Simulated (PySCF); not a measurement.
H₃MoNO₃, SMILES [NH2][Mo](=[O])(=[O])[OH], multiplicity 1. Atoms are numbered in the order given.

```xyz
8

Mo     0.0585    -0.0199     0.0000
O      1.0236    -0.1924    -1.3929
O      1.0236    -0.1924     1.3929
O     -1.3192    -1.3186     0.0000
H     -1.1584    -2.2801     0.0000
N     -0.7652     1.7339     0.0000
H     -0.8835     2.3030    -0.8451
H     -0.8835     2.3030     0.8451
```

Coordinates come from a PBE-D3(BJ)/def2-SVP optimisation. A frequency run showed that this geometry is not a minimum. The multiplicity is an assumed one; other spin states were not compared. The def2 effective core potentials stand for the cores of Mo; spin–orbit coupling is left out. The values are those of a single conformer.

Method: PBE-D3(BJ)/def2-SVP in PySCF 2.14.0.

Frequencies are harmonic and unscaled.

| mode | ν (cm⁻¹) | IR (km/mol) | moving atoms (share of kinetic energy) |
|---|---|---|---|
| 1 | 89i | 129.9 | H 92 % |
| 2 | 202 | 4.4 | O 37 %, N 36 %, H 17 %, Mo 10 % |
| 3 | 216 | 13.1 | O 73 %, H 20 % |
| 4 | 218 | 3.5 | O 38 %, N 28 %, H 21 %, Mo 13 % |
| 5 | 248 | 22.4 | O 68 %, Mo 17 %, H 10 % |
| 6 | 326 | 0.2 | O 88 %, Mo 9 % |
| 7 | 335 | 2.7 | H 78 %, O 21 % |
| 8 | 452 | 199.1 | H 76 %, N 22 % |
| 9 | 553 | 162.4 | H 70 %, O 26 % |
| 10 | 630 | 5.5 | H 80 %, N 17 % |
| 11 | 694 | 41.1 | N 44 %, O 35 %, H 11 %, Mo 11 % |
| 12 | 730 | 85.2 | O 34 %, N 23 %, Mo 22 %, H 21 % |
| 13 | 984 | 180.1 | O 80 %, Mo 20 % |
| 14 | 995 | 80.5 | O 89 %, Mo 11 % |
| 15 | 1450 | 29.1 | H 89 %, N 11 % |
| 16 | 3463 | 108.3 | H 96 % |
| 17 | 3566 | 50.1 | H 91 %, N 9 % |
| 18 | 3747 | 185.9 | H 94 % |
